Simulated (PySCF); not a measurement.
NMR data simulated for an unnamed compound:

1H NMR (300 MHz, computed): δ 8.52 (d, 2H), 6.42 (d, 2H), 3.60 (br s, 1H), 2.83 (s, 3H).

13C{1H} NMR (computed): δ 159.1 (C), 158.6 (CH), 110.6 (CH), 31.3 (CH3).

Computational details: coordinates at the PBE0-D3(BJ)/def2-TZVP level, NMR shieldings at B97-2/pcSseg-2/GIAO, in PySCF (one averaged value for each set of equivalent atoms, no solvent, no relativistic terms, one conformer).

Referencing at the same level of theory: 1H (31.64 ppm), 13C (185.38 ppm) against TMS.

Which of these does the molecule contain: an S-methyl group, an NH or NH2 group, a non-aromatic C=C double bond, an N-methyl group, a heteroaromatic ring, a nitrile?

Results:


- An S-methyl group: no.
- An NH or NH2 group: yes (δH 3.60 (br s)).
- A non-aromatic C=C double bond: no.
- An N-methyl group: yes (δC 31.3; δH 2.83 (s)).
- A heteroaromatic ring: yes.
- A nitrile: no.

The data belong to `CNc1ccncc1`, C6H8N2; they needn't prove each group on their own.

Carbon signals by region: 3 in the sp2 and nitrile region (100–160 ppm), 1 below 50 ppm.

The OH or NH signal is concentration- and solvent-dependent in practice; the value given is the gas-phase one. Shifts are as computed. Against solution values, carbons near 30 ppm lie about +3 ppm off and those near 130 ppm about +7 ppm. Of 1309 compounds with measured shifts, 239 miss one by over three times the rms of a fit or turn the order of signals round; such compounds aren't used in these exercises. No couplings were computed; multiplicities are counted from neighbouring protons, with m where these are inequivalent, close in shift, in a saturated or five-membered ring or joined by F or P, and br s for small geminal =CH2 splittings.
